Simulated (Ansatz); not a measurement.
Total energies of the cluster Ge₃⁻ (the lowest doublet isomer of a short search) from Ansatz at r2SCAN-D4/def2-TZVPD, gas phase (1 Eh = 27.2114 eV = 2625.5 kJ/mol). The reference geometry is relaxed at B3LYP-D4/def2-TZVPD.

```
atom   x (Å)   y (Å)   z (Å)
 Ge1   0.639   1.118  -0.707
 Ge2   0.799  -0.984   0.438
 Ge3  -1.438  -0.133   0.269
```

```csv
state,geometry,energy (Eh)
charge -1 doublet,reference,-6231.04236
charge 0 triplet,reference,-6230.96032
charge -1 quartet,relaxed at B3LYP-D4/def2-TZVPD,-6230.99446
```

(1) Work out the vertical ionisation energy to the triplet.

(2) Which of the charge -1 states is lowest, and how far above it are the others?

(1) E(charge 0 triplet) − E(charge -1 doublet) = -6230.96032 − (-6231.04236) = 0.08204 Eh = 2.23 eV. For comparison, −ε of the highest occupied level of the spin that leaves is -0.06 eV at this level, 2.29 eV less.

(2) The doublet. quartet: -6230.99446 − (-6231.04236) = 0.04790 Eh = 125.8 kJ/mol.

At r2SCAN-D4/def2-TZVPD the highest occupied level of the charge -1 doublet lies above zero (up to 0.06 eV). By energy differences its removal costs 2.23 eV (vertical, to the charge 0 triplet, at r2SCAN-D4/def2-TZVPD); a positive level beside a positive removal energy at the same level points to self-interaction error. At r2SCAN-D4/def2-TZVPD the highest occupied level of the charge -1 quartet lies above zero (up to 1.11 eV). It is a level of α spin, whose loss leaves a triplet; that state wasn't run at this geometry and level. The electron is either unbound and held by the finite basis, or the level is raised by self-interaction error. 

The structure comes from a short search, and lower isomers may exist.
